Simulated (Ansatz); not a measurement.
CH$_{3}$B$_{2}$Br (`BrC1BB1`). Charge 0, multiplicity 1. Geometry: relaxed with PBE0-D4/def2-TZVP.

```xyz
7

Br    2.460    0.316    0.303
C     0.589    0.129    0.058
B    -0.578    0.879   -0.345
B    -0.835   -0.610    0.041
H     0.487   -0.979    0.361
H    -0.877    1.961   -0.705
H    -1.245   -1.697    0.287
```

Q: What is the dipole moment at B3LYP/def2-TZVPP? (An estimate is asked.)

A: Ansatz gave: 1.32 D, with components (0.00, -1.27, 0.37) D in this frame, pointing from negative to positive charge.

Q: And with PBE, r2SCAN, ωB97M-V? (An estimate is asked.)

A: Computed: PBE 1.29 D, r2SCAN 1.31 D, ωB97M-V 1.36 D.

Q: Give the Mulliken charges with B3LYP, r2SCAN, ωB97M-V in def2-TZVPP. (Best estimate.)

A: Computed: 
```tsv
atom	B3LYP	r2SCAN	ωB97M-V
Br1	-0.02	-0.03	0.01
C2	0.03	0.02	-0.04
B3	-0.22	-0.20	-0.31
B4	-0.09	-0.05	-0.13
H5	0.16	0.15	0.19
H6	0.07	0.05	0.14
H7	0.08	0.06	0.14
```

B3LYP here is the variant with VWN-RPA as its local correlation; programs differ in this.
